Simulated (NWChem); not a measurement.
System: ZrH3F; SMILES [F][ZrH3]

Input file for NWChem:

```
start job
memory heap 200 mb stack 900 mb global 1100 mb
geometry units angstroms noautosym nocenter noautoz
  Zr     0.000000     0.000000     0.234086
  F      0.000000     0.000000    -1.643152
  H      1.366279    -1.096913     0.818223
  H     -1.633094    -0.634776     0.818223
  H      0.266815     1.731689     0.818223
end
basis spherical
  * library def2-svpd
end
ecp
  Zr library def2-ecp
end
dft
  xc pbe0
  iterations 150
end
property
  response 1 0.0
end
task dft property
```

Coordinates come from a PBE0/def2-SVP optimisation. Not confirmed as a minimum by frequencies. def2 effective core potentials on Zr; no spin-orbit coupling.

Static field.

Task: What results follow from this input? (PBE0/def2-SVPD with def2 effective core potentials on Zr.) Quantities: isotropic polarisability (bohr³); anisotropy (bohr³).

Result: 
```
Property                          Value
--------------------------------  -----
isotropic polarisability (bohr³)   48.9
anisotropy (bohr³)                  5.7
```
